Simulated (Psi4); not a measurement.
Intermolecular potential of C3H8 ··· H4OSi (SMILES CCC and O[SiH3]). Monomers: optimised at B3LYP-D3(BJ) (def2-TZVP), held rigid. Orientation: lowest of the rigid-body minima from ten starts at GFN2-xTB. Only R, the distance of the centres of mass, is varied, so the lowest point isn't the relaxed dimer.

Levels of theory: PBE-D3(BJ)/def2-TZVP, counterpoise-corrected (Psi4); revPBE/def2-TZVP, counterpoise-corrected (Psi4); revPBE-D3(BJ)/def2-TZVP, counterpoise-corrected (Psi4); SAPT0/jun-cc-pVDZ, frozen core (Psi4).

Interaction energies in kcal/mol:

```json
[
 {"R / Å": "3.48", "PBE-D3(BJ)/def2-TZVP": "1.39", "revPBE/def2-TZVP": "8.15", "revPBE-D3(BJ)/def2-TZVP": "2.11"},
 {"R / Å": "3.65", "PBE-D3(BJ)/def2-TZVP": "-0.92", "revPBE/def2-TZVP": "4.83", "revPBE-D3(BJ)/def2-TZVP": "-0.46"},
 {"R / Å": "3.93", "PBE-D3(BJ)/def2-TZVP": "-2.39", "revPBE/def2-TZVP": "1.91", "revPBE-D3(BJ)/def2-TZVP": "-2.21"},
 {"R / Å": "4.09", "PBE-D3(BJ)/def2-TZVP": "-2.55", "revPBE/def2-TZVP": "1.04", "revPBE-D3(BJ)/def2-TZVP": "-2.47"},
 {"R / Å": "4.30", "PBE-D3(BJ)/def2-TZVP": "-2.42", "revPBE/def2-TZVP": "0.37", "revPBE-D3(BJ)/def2-TZVP": "-2.44"},
 {"R / Å": "4.52", "PBE-D3(BJ)/def2-TZVP": "-2.11", "revPBE/def2-TZVP": "0.00", "revPBE-D3(BJ)/def2-TZVP": "-2.19"},
 {"R / Å": "4.83", "PBE-D3(BJ)/def2-TZVP": "-1.63", "revPBE/def2-TZVP": "-0.23", "revPBE-D3(BJ)/def2-TZVP": "-1.73"},
 {"R / Å": "5.10", "PBE-D3(BJ)/def2-TZVP": "-1.24", "revPBE/def2-TZVP": "-0.28", "revPBE-D3(BJ)/def2-TZVP": "-1.34"},
 {"R / Å": "5.56", "PBE-D3(BJ)/def2-TZVP": "-0.74", "revPBE/def2-TZVP": "-0.23", "revPBE-D3(BJ)/def2-TZVP": "-0.83"},
 {"R / Å": "6.27", "PBE-D3(BJ)/def2-TZVP": "-0.32", "revPBE/def2-TZVP": "-0.11", "revPBE-D3(BJ)/def2-TZVP": "-0.37"},
 {"R / Å": "7.30", "PBE-D3(BJ)/def2-TZVP": "-0.11", "revPBE/def2-TZVP": "-0.04", "revPBE-D3(BJ)/def2-TZVP": "-0.12"},
 {"R / Å": "8.60", "PBE-D3(BJ)/def2-TZVP": "-0.04", "revPBE/def2-TZVP": "-0.01", "revPBE-D3(BJ)/def2-TZVP": "-0.04"}
]
```

**Question.** What does SAPT0/jun-cc-pVDZ give at the same points?

**Answer.** 3.48: 3.92; 3.65: 1.33; 3.93: -0.55; 4.09: -0.94; 4.30: -1.09; 4.52: -1.02; 4.83: -0.82; 5.10: -0.63; 5.56: -0.39; 6.27: -0.19; 7.30: -0.08; 8.60: -0.03 (kcal/mol).
